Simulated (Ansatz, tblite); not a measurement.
Cost and result up the ladder for BCl2(OMe) (CH₃BCl₂O) (8 atoms). The state is a singlet with charge 0. Geometry: B3LYP-D4/def2-SVP.

```tsv
atom	x (Å)	y (Å)	z (Å)
B1	0.177	0.772	1.042
Cl2	1.784	0.087	1.369
Cl3	-0.447	2.036	2.104
O4	-0.581	0.372	0.023
C5	-0.280	-0.623	-0.941
H6	-0.410	-0.187	-1.942
H7	-0.990	-1.456	-0.824
H8	0.747	-1.000	-0.832
```

Ansatz on 4 threads of Arm Neoverse V1 on a shared host; xTB runs through tblite on one thread. Times are rough, summed over both states, and most runs start from the orbitals of an earlier one. PBE0-D4/def2-TZVP serves as the yardstick here, not as an exact answer. The other state is a doublet.

The xTB rows come from tblite. HOMO above LUMO, or a gap near zero within one spin, warns that the state may not be the lowest or that an electron is smeared out.

Raw xTB energies of ions are shifted by several eV.

| level | functions | vertical IE (eV) | difference from PBE0-D4/def2-TZVP (eV) | remarks |
| --- | --- | --- | --- | --- |
| PBE-D4/def2-TZVP (with forces) | 185 | 10.59 | -0.56 | gap within one spin near zero (+1 doublet) |
| PBE0-D4/def2-TZVP | 185 | 11.15 | 0.00 | – |
| GFN2-xTB | 33 | 14.81 | 3.66 | – |
| GFN1-xTB | 36 | 15.35 | 4.20 | – |
| r2SCAN-D4/def2-TZVP | 185 | 10.84 | -0.31 | gap within one spin near zero (+1 doublet) |

Q: Estimate how long each takes.

A: GFN1-xTB 0.012 s; GFN2-xTB 0.012 s; PBE-D4/def2-TZVP (with forces) 6 s; r2SCAN-D4/def2-TZVP 13 s; PBE0-D4/def2-TZVP 13 s. On shared hardware such times vary by a factor of up to 3.
